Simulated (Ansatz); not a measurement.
Ansatz (a quantum-chemistry and plane-wave program) input (revPBE/def2-TZVPD):

Ansatz 0.2 input:
```yaml
crystal:
  periodic: [false, false, false]
  atoms:
    - {symbol: C, position_ang: [-1.65374556, 0.18441749, -0.09127627]}
    - {symbol: N, position_ang: [-0.42156034, -0.50518255, -0.39285126]}
    - {symbol: Si, position_ang: [1.11719988, 0.11703403, 0.39379637]}
    - {symbol: H, position_ang: [-1.76278184, 1.18704277, -0.55378435]}
    - {symbol: H, position_ang: [-1.71206043, 0.34233596, 0.99163078]}
    - {symbol: H, position_ang: [-2.54168744, -0.39783631, -0.38883917]}
    - {symbol: H, position_ang: [-0.34324008, -0.65293661, -1.39195599]}
    - {symbol: H, position_ang: [2.05652812, -0.92282188, -0.25345930]}
    - {symbol: H, position_ang: [1.53583909, 1.23551266, -0.61912475]}
basis:
  gaussian:
    orbitals: def2-TZVPD
hamiltonian:
  xc: {name: revPBE}
total_charge: -1
output: {forces: true}
```

Output:

```
Functional definition: revPBE
integrals: 0.07 GiB planned
934 factors; their error is unknown
0.30 GiB of the device are held for the grids
0.70 GiB of device memory are held for the factors and their scratch space
mean field: 0.60 GiB planned
mean field evaluation 1: about -10497.6322 eV, gradient 3.6e1 eV
mean field evaluation 2: about -10490.3373 eV, gradient 6.5e1 eV
mean field evaluation 4: about -10501.1003 eV, gradient 3.8e0 eV
mean field evaluation 8: about -10501.1073 eV, gradient 4.1e-1 eV
mean field evaluation 16: about -10501.1076 eV, gradient 5.2e-5 eV
mean field -10501.10758291 eV, -385.9085857656 hartree, gradient 5.2e-5 eV, S^2 0.000000; 0 other end points of the search recorded, 0 dependent functions left out
the calculation of the forces begins
reference -10501.10764922 eV, -385.9085882025 hartree; 17, 17 occupied and 154, 154 virtual orbitals, 934 factors
Total energy: -10501.10764922 eV, -385.9085882025 hartree
Atom 0 at    -1.653746     0.184417    -0.091276 Å, force    -0.034150    -0.000329    -0.022548 eV/Å
Atom 1 at    -0.421560    -0.505183    -0.392851 Å, force     0.022549    -0.212762     0.192937 eV/Å
Atom 2 at     1.117200     0.117034     0.393796 Å, force     0.082320     0.083397     0.298113 eV/Å
Atom 3 at    -1.762782     1.187043    -0.553784 Å, force    -0.045754     0.285073    -0.127932 eV/Å
Atom 4 at    -1.712060     0.342336     0.991631 Å, force    -0.026149     0.048853     0.313601 eV/Å
Atom 5 at    -2.541687    -0.397836    -0.388839 Å, force    -0.248987    -0.158601    -0.079222 eV/Å
Atom 6 at    -0.343240    -0.652937    -1.391956 Å, force     0.038347    -0.061969    -0.387576 eV/Å
Atom 7 at     2.056528    -0.922822    -0.253459 Å, force     0.131454    -0.126815    -0.072572 eV/Å
Atom 8 at     1.535839     1.235513    -0.619125 Å, force     0.080370     0.143152    -0.114800 eV/Å
Dipole moment:    -0.920424    -0.085845    -0.482277 e Å
```

It need not be the lowest isomer of its formula. Whether it binds its extra electron was not tested at this geometry.
